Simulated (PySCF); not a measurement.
Species: GeH4S.
SMILES: `[SH][GeH3]`

Level of theory: PySCF, TDDFT CAM-B3LYP/def2-SVPD, vertical, gas phase, core orbitals frozen in the response. Geometry: PBE0-D3(BJ)/def2-SVP; no solvent, vibrations or thermal averaging. The CAM-B3LYP/def2-SVPD calculation is non-relativistic and has no spin–orbit coupling, an omission that weighs most on germanium.

Question: List the vertical singlet excitations with oscillator strengths and describe the spectrum.

Answer: 

```json
{"state": "S1", "E (eV)": "5.67", "E (hartree)": "0.2083", "f": "0.016", "|μ| (D)": "0.85", "symmetry": "A″", "main configurations (H = HOMO, L = LUMO)": "H→L (84%)"}
{"state": "S2", "E (eV)": "5.88", "E (hartree)": "0.2160", "f": "0.017", "|μ| (D)": "0.87", "symmetry": "A″", "main configurations (H = HOMO, L = LUMO)": "H→L+1 (87%)"}
{"state": "S3", "E (eV)": "7.29", "E (hartree)": "0.2679", "f": "0.0001", "|μ| (D)": "0.06", "symmetry": "–", "main configurations (H = HOMO, L = LUMO)": "H→L+3 (46%), H→L+5 (16%), H→L+6 (12%)"}
{"state": "S4", "E (eV)": "7.34", "E (hartree)": "0.2697", "f": "0.0005", "|μ| (D)": "0.13", "symmetry": "–", "main configurations (H = HOMO, L = LUMO)": "H→L+2 (68%), H→L+3 (19%)"}
{"state": "S5", "E (eV)": "7.51", "E (hartree)": "0.2758", "f": "0.0029", "|μ| (D)": "0.32", "symmetry": "A′", "main configurations (H = HOMO, L = LUMO)": "H→L+4 (75%), H-1→L (18%)"}
{"state": "S6", "E (eV)": "7.83", "E (hartree)": "0.2878", "f": "0.110", "|μ| (D)": "1.92", "symmetry": "A′", "main configurations (H = HOMO, L = LUMO)": "H-1→L+1 (81%), H-1→L (9%)"}
{"state": "S7", "E (eV)": "7.87", "E (hartree)": "0.2890", "f": "0.0007", "|μ| (D)": "0.15", "symmetry": "–", "main configurations (H = HOMO, L = LUMO)": "H→L+3 (29%), H→L+5 (27%), H→L+6 (23%)"}
{"state": "S8", "E (eV)": "8.02", "E (hartree)": "0.2947", "f": "0.016", "|μ| (D)": "0.73", "symmetry": "A″", "main configurations (H = HOMO, L = LUMO)": "H→L+6 (52%), H→L+5 (38%)"}
{"state": "S9", "E (eV)": "8.11", "E (hartree)": "0.2980", "f": "0.303", "|μ| (D)": "3.14", "symmetry": "A′", "main configurations (H = HOMO, L = LUMO)": "H-1→L (34%), H→L+7 (34%), H-1→L+1 (10%)"}
{"state": "S10", "E (eV)": "8.27", "E (hartree)": "0.3038", "f": "0.019", "|μ| (D)": "0.79", "symmetry": "A′", "main configurations (H = HOMO, L = LUMO)": "H→L+7 (43%), H-2→L (39%)"}
```

Triplets (Tamm–Dancoff): T1 5.23 eV, H→L (85%); T2 5.47 eV, H→L+1 (74%), H→L+6 (10%); T3 6.73 eV, H-1→L (74%); T4 6.92 eV, H→L+2 (48%), H→L+1 (18%), H→L+6 (16%).

The lowest singlet lies at 5.67 eV (219 nm, ultraviolet) and is weak; its leading configuration is HOMO→LUMO (84%). The most intense listed level is S9 at 8.11 eV (153 nm, f = 0.303), 2.44 eV above S1. Löwdin shares by element: HOMO sulfur 76%, germanium 11%, hydrogen 6% or more; LUMO germanium 35%, sulfur 33%, hydrogen 22% or more. The oscillator strengths of these states sum to 0.485; summed over the whole spectrum of an exact calculation they would give the number of electrons, 52 (Thomas–Reiche–Kuhn). Orbital energies (eV): HOMO-3 -11.58, HOMO-2 -11.24, HOMO-1 -10.48, HOMO -8.66, LUMO 0.45, LUMO+1 0.63, LUMO+2 1.86. Weighted by f, the mean energy of these states is 7.89 eV. No computed singlet lies in the visible range (380 to 750 nm); the lowest, at 219 nm, stands 2.40 eV above its violet end (3.26 eV). All these states lie below the vertical ionisation energy of 9.71 eV (ΔSCF). Symmetry labels in Cs follow from the direction of the transition dipole and are given only for states with f of 0.002 or more. Singlets were solved by full linear response, triplets in the Tamm–Dancoff approximation.

On Arm Neoverse V1, one thread (shared host), this took 9.2 s wall.
